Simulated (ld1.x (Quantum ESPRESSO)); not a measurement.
**titanium, TM: configuration errors across variants**

```
Element                 : titanium (Ti)
Generator               : ld1.x (Quantum ESPRESSO) 7.5
Type                    : norm-conserving Troullier–Martins (Kleinman–Bylander form)
Functional              : PBEsol
Relativity              : scalar-relativistic
Frozen core             : [Ar]
Valence charge          : 4
Reference configuration : 3d2 4s2 4p0
Partial waves           : 4s (bound): rc 2.25 bohr; 4p (bound, empty): rc 2.70 bohr; 3d (bound): rc 1.90 bohr
Local potential         : the d channel
Core correction         : Bessel-smoothed model core inside 2.00 bohr
```

All-electron excitation energies from the reference (eV): (1) 3d2 4s1 4p0 7.359; (2) 3d2 4s0 4p0 20.830; (3) 3d1 4s0 4p0 47.726; (4) 3d2 4s1.5 4p0 2.944; (5) 3d2 4s0 4p2 6.306; (6) 3d2 4s1 4p1 3.093; (7) 3d2 4s0 4p1 11.138.

2 further variants failed, have other tests or another functional or relativity, and are left out.

A true bound ghost makes a file unfit for plane-wave use even where its test errors are small: the radial tests pick states by their node count and pass the ghost by.

Errors AE − PS in meV (a dash: test not solved or not reliable):

```csv
change,(1),(2),(3),(4),(5),(6),(7),bound ghosts
base,-3.1,-35,-439,-0.6,-6.6,-1.3,-8.4,"s, p"
wave 4p (bound): rc 2.70 bohr becomes 4p (bound): rc 2.86 bohr,-3.1,-35,-439,-0.6,-8.4,-1.7,-9.3,"s, p"
wave 3d (bound): rc 1.90 bohr becomes 3d (bound): rc 1.36 bohr,-3.0,-39,-478,-0.6,-5.6,-1.2,-5.9,"s, p"
local potential the s channel,-3.9,-41,-543,-0.7,-8.5,-1.8,-12,none
core correction Bessel-smoothed model core inside 1.20 bohr,-3.5,-37,-471,-0.7,-7.1,-1.4,-9.3,"s, p"
wave 4s (bound): rc 2.25 bohr becomes 4s (bound): rc 1.74 bohr,-1.9,-23,-638,-0.4,-15,-3.2,-9.7,"s, p"
```

Question: Give the same row for: wave 4s (bound): rc 2.25 bohr becomes 4s (bound): rc 3.08 bohr.

Answer: -4.1, -43, -442, -0.8, -11, -2.4, -14; bound ghosts: s, p.
